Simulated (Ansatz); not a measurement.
H3OSi, SMILES [OH+]=[SiH2], charge +1.

Coordinates come from a r2SCAN-D4/def2-TZVP optimisation. The isomer is the one that the SMILES or the coordinates give; other isomers of the formula were not compared.

Two levels are set side by side: PBE/def2-TZVPD (Ansatz, a first-principles code) and PBE0/def2-TZVPD (Ansatz). Energy differences of separate SCF runs at the same geometry; the states with an electron removed or added have multiplicity 2 and 2. Differences are taken from unrounded values.

| quantity | PBE |
|---|---|
| vertical ionisation energy (eV) | 19.17 |
| vertical electron affinity (eV) | 6.69 |
| vertical singlet–triplet gap (eV) | 5.17 |

### Question
These are the PBE values. What does PBE0 give? (An estimate is asked for; the answer gives what the named calculation found.)

### Answer

| quantity | PBE0 | PBE minus PBE0 |
|---|---|---|
| vertical ionisation energy (eV) | 19.49 | -0.32 |
| vertical electron affinity (eV) | 6.71 | -0.02 |
| vertical singlet–triplet gap (eV) | 5.51 | -0.34 |
